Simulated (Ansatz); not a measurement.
Process, species as SMILES: C[SiH2]O[SiH3] → [CH2-][SiH2]O[SiH3] + H+
Geometries: B3LYP-D3(BJ)/def2-TZVP minima from Ansatz (a program for electronic structure), one conformer each, not searched for the lowest.

Wanted: gas-phase deprotonation energy (electronic energy difference), in kcal/mol. Correlated levels leave the core frozen unless marked. No spin-orbit coupling. No relativistic terms. Anions need diffuse functions: aug- sets have them; def2-D sets add few; the other sets have none. CBS(X,Y): correlation extrapolated as X^-3; Hartree-Fock from the larger set.

```json
[
 {"level": "BLYP-D3(BJ)/def2-TZVPD", "program": "Ansatz + dftd3", "gas-phase deprotonation energy (kcal/mol)": "383.8", "minus last row": "-2.8"},
 {"level": "revPBE-D4/def2-TZVPD", "program": "Ansatz + dftd4", "gas-phase deprotonation energy (kcal/mol)": "381.8", "minus last row": "-4.8"},
 {"level": "HSE06-D4/def2-TZVPD", "program": "Ansatz + dftd4", "gas-phase deprotonation energy (kcal/mol)": "385.8", "minus last row": "-0.8"},
 {"level": "CAM-B3LYP-D3(BJ)/def2-TZVPD", "program": "Ansatz + dftd3", "gas-phase deprotonation energy (kcal/mol)": "387.7", "minus last row": "1.1"},
 {"level": "B2GP-PLYP-D3(BJ)/def2-TZVPD", "program": "Ansatz + dftd3", "gas-phase deprotonation energy (kcal/mol)": "387.1", "minus last row": "0.5"},
 {"level": "MP2/cc-pV(T+d)Z", "program": "Ansatz", "gas-phase deprotonation energy (kcal/mol)": "390.0", "minus last row": "3.4"},
 {"level": "MP2/aug-cc-pV(Q+d)Z", "program": "Ansatz", "gas-phase deprotonation energy (kcal/mol)": "384.6", "minus last row": "-2.0"},
 {"level": "CCSD/cc-pVTZ", "program": "Ansatz", "gas-phase deprotonation energy (kcal/mol)": "394.7", "minus last row": "8.1"},
 {"level": "CCSD/cc-pV(Q+d)Z", "program": "Ansatz", "gas-phase deprotonation energy (kcal/mol)": "391.7", "minus last row": "5.1"},
 {"level": "CCSD(T)/CBS(aug-cc-pV(T+d)Z,aug-cc-pV(Q+d)Z)", "program": "Ansatz", "gas-phase deprotonation energy (kcal/mol)": "386.6", "minus last row": "0.0"}
]
```
